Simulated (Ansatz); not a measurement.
Consider the formal exchange of groups at the Si–S bond: `CS[SiH2][SeH]` + `C[SiH2]SCF` → `C[SiH2][SiH2][SeH]` + `CSSCF`.

Program: Ansatz. Geometries: PBE0-D4/def2-TZVP. ΔE: electronic, gas phase. CBS: MP2 limit from def2 TZ/QZ plus the TZ coupled-cluster correction, frozen cores. For Se outer-core shells are correlated without core-valence functions, which leaves a few kJ/mol of doubt a bond. Scalar relativity is left out up to krypton. One conformer a species, not always the lowest.

`CS[SiH2][SeH]`:

Cartesian coordinates in Å:
```
C 0.059 -1.355 -1.084
S -1.449 -0.709 -0.307
Si -0.675 1.029 0.620
Se 0.981 0.532 2.121
H -0.193 -2.332 -1.493
H 0.391 -0.703 -1.892
H 0.850 -1.468 -0.343
H -0.073 1.975 -0.355
H -1.840 1.638 1.303
H 1.948 1.393 1.430
```

`C[SiH2]SCF`:

Z-matrix (Å, degrees):
```
C
Si 1 1.862
H 1 1.092 2 110.5
H 1 1.093 2 110.5 3 -120.2
H 1 1.092 2 110.3 3 119.6
S 2 2.147 1 113.0 3 -59.5
H 2 1.485 1 111.5 3 57.7
H 2 1.490 1 110.5 3 -179.8
C 6 1.799 2 99.4 1 -73.5
F 9 1.378 6 112.8 2 73.1
H 9 1.091 6 106.8 2 -168.0
H 9 1.092 6 110.6 2 -47.8
```

`C[SiH2][SiH2][SeH]`:

Cartesian coordinates in Å:
```
C 1.286 -1.205 -0.583
Si 0.929 0.476 0.162
Si -1.258 0.548 0.985
Se -2.710 0.071 -0.725
H 1.242 -1.983 0.182
H 2.280 -1.226 -1.036
H 0.549 -1.443 -1.352
H 1.042 1.544 -0.872
H 1.895 0.796 1.251
H -1.522 -0.533 1.972
H -1.592 1.852 1.621
H -2.141 1.102 -1.604
```

`CSSCF`:

Cartesian coordinates in Å:
```
C 1.730 -0.463 0.444
S 1.152 0.730 -0.782
S -0.558 -0.120 -1.477
C -1.786 0.430 -0.296
F -1.735 -0.265 0.891
H 1.034 -0.530 1.277
H 1.874 -1.440 -0.014
H 2.691 -0.084 0.798
H -1.641 1.489 -0.079
H -2.761 0.253 -0.761
```

```tsv
level	ΔE (kJ/mol)
MP2/def2-TZVPP	140.2
CCSD(T)/def2-TZVPP	129.8
```

Question: What does CCSD(T)/CBS give? (An estimate is asked.)

Answer: Ansatz gave: +129.7 kJ/mol. The listed levels differ from it by 10.5, 0.1 kJ/mol.

Largest T1 diagnostic among the species: 0.012.

From PBE to PBE0 (25 % exact exchange), in def2-TZVPP and without D4, ΔE moves by +8.8 kJ/mol.
